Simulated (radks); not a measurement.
Question: These are the eigenvalues of the occupied orbitals of an atom or ion with whole-number occupations (Ry). Calculated with a radial shooting solver on a logarithmic mesh with Libxc functionals: non-relativistic Kohn-Sham, LDA (Slater exchange, Perdew-Wang correlation), spin-polarised, spherical densities, point nucleus.

orbital  eigenvalue
1s up      -0.53803

Which element is it, and in what charge state? The configuration may be excited. Open shells, if any, are filled with parallel spins first.

Answer: Z = 1, hydrogen, charge 0: H in 1s1. The 1s level, -0.26902 hartree, gives Z - s = 0.7 by -(Z - s)^2/2, which with screening narrows Z to a few neighbours, and with so few levels the electron count can be read from the list.
